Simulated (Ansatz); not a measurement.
Geometry optimisation, RKS PBE-D4/def2-SVP in Ansatz.

input.yaml

```yaml
crystal:
  periodic: [false, false, false]
  atoms:
    - { symbol: Ga, position_ang: [0.012601, -0.245286, -0.016561] }
    - { symbol: O, position_ang: [-0.021357, -0.610423, 1.750894] }
    - { symbol: H, position_ang: [-0.899185, -0.88306, 2.07256] }
    - { symbol: "N", position_ang: [1.641434, -0.156979, -0.812595] }
    - { symbol: H, position_ang: [2.478284, -0.084538, -0.234148] }
    - { symbol: H, position_ang: [1.756331, 0.345956, -1.692762] }
    - { symbol: O, position_ang: [-1.463574, -0.269428, -1.051324] }
    - { symbol: H, position_ang: [-2.281055, -0.135878, -0.546258] }
    - { symbol: S, position_ang: [-0.101855, 2.823511, 1.590548] }
    - { symbol: H, position_ang: [1.211531, 2.707002, 1.259515] }
    - { symbol: H, position_ang: [-0.077756, 1.557322, 2.158032] }
basis:
  gaussian: { orbitals: def2-SVP }
hamiltonian:
  xc: pbe
  dispersion: d4
relax:
  f_tol: 0.03
  max_steps: 50
```

Run as:

```bash
$ ansatz run input.yaml --threads 4 --pin off --max-ram 5120MiB --backend cpu --events-out ev --progress --plain --runs-dir out
```

Where does it end, and by what steps?

The forces met the threshold. The force dipped under the threshold on the way, but the program's further checks kept it going. After 11 steps the energy has fallen by 0.118 eV; S9 moved furthest, 0.51 Å.

| step | energy less start (eV) | largest force component (eV/Å) | accepted |
| --- | --- | --- | --- |
| 0 | 0.0000 | 0.479 | yes |
| 1 | -0.0572 | 0.488 | yes |
| 2 | -0.0897 | 0.229 | yes |
| 3 | -0.0950 | 0.218 | yes |
| 4 | -0.1049 | 0.188 | yes |
| 5 | -0.1093 | 0.074 | yes |
| 6 | -0.1140 | 0.188 | yes |
| 7 | -0.1163 | 0.109 | yes |
| 8 | -0.1140 | 0.310 | no |
| 9 | -0.1174 | 0.042 | yes |
| 10 | -0.1177 | 0.018 | yes |
| 11 | -0.1177 | 0.028 | yes |

```xyz
11
Properties=species:S:1:pos:R:3
Ga 0.028 0.018 0.045
O 0.023 -0.380 1.871
H -0.626 -1.065 2.119
N 1.648 -0.203 -0.787
H 2.482 -0.077 -0.207
H 1.776 0.276 -1.682
O -1.481 -0.217 -0.926
H -2.243 0.250 -0.540
S -0.236 2.491 1.225
H 1.117 2.617 1.313
H -0.233 1.339 2.046
```

The run took 7.5 s on 4 threads of AMD EPYC 9R45 96-Core Processor (Zen 5), on a shared host, peak memory 0.2 GiB.
